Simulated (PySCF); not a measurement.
Compound: C2H9NSi.
Z-matrix (Å and degrees, GFN2-xTB geometry), rows numbered from 1:
```
C 
N   1  1.4447
Si  2  1.7229  1  124.46
C   3  1.8960  2  107.98  1   -49.18
H   1  1.0874  2  108.94  3    39.48
H   1  1.0921  2  109.99  3   158.30
H   1  1.0965  2  112.82  3   -80.75
H   2  1.0092  1  111.04  3   147.14
H   3  1.4649  2  103.46  1  -168.58
H   3  1.4773  2  115.53  1    71.57
H   4  1.0858  3  111.47  2   -45.20
H   4  1.0856  3  110.52  2  -164.89
H   4  1.0864  3  111.91  2    75.65
```

Vertical excitations from PySCF (density fitting, frozen core in the response, grid level 2 and gas phase unless stated; continuum runs use non-equilibrium linear response for the excitations) on a GFN2-xTB geometry. Reference run:

```csv
settings,"S1, eV (f)","S2, eV (f)","S3, eV (f)","S4, eV (f)","S5, eV (f)","S6, eV (f)","T1, eV (Tamm–Dancoff)",mean α (au)
"PBE0/def2-SVPD, full TDDFT, 6 singlets",5.85 (0.003),6.27 (0.019),7.00 (0.013),7.12 (0.010),7.56 (0.026),7.63 (0.033),5.60,60.9
```

**Question.** What do these settings give: WP04/pcseg-1, IEF-PCM dimethylsulfoxide, full TDDFT, 12 singlets?

**Answer.** 
```tsv
settings	S1, eV (f)	S2, eV (f)	S3, eV (f)	S4, eV (f)	S5, eV (f)	S6, eV (f)	T1, eV (Tamm–Dancoff)	mean α (au)
WP04/pcseg-1, IEF-PCM dimethylsulfoxide, full TDDFT, 12 singlets	6.59 (0.019)	6.93 (0.017)	7.83 (0.019)	8.24 (0.022)	8.41 (0.089)	8.49 (0.060)	–	61.8
```

S1 moves by +0.74 eV; functional, basis and environment change together, so the shift can't be laid on one. States are counted by energy in each run and needn't keep their character from row to row.

WP04 was designed for NMR shieldings or shifts; total energies of different functionals aren't comparable.

**Question.** Which orbital pairs make up S1 in each run, and how does it sit against the orbital gap?

**Answer.** 
```csv
settings,S1 configurations (weight),S1 (eV),orbital gap (eV),S1 − gap (eV)
"PBE0/def2-SVPD, full TDDFT, 6 singlets","H→L 0.85, H→L+1 0.14",5.85,7.23,-1.38
"WP04/pcseg-1, IEF-PCM dimethylsulfoxide, full TDDFT, 12 singlets",H→L 0.95,6.59,7.28,-0.69
```

One conformer (not necessarily the lowest) at the GFN2-xTB geometry, without vibrations or thermal averaging.
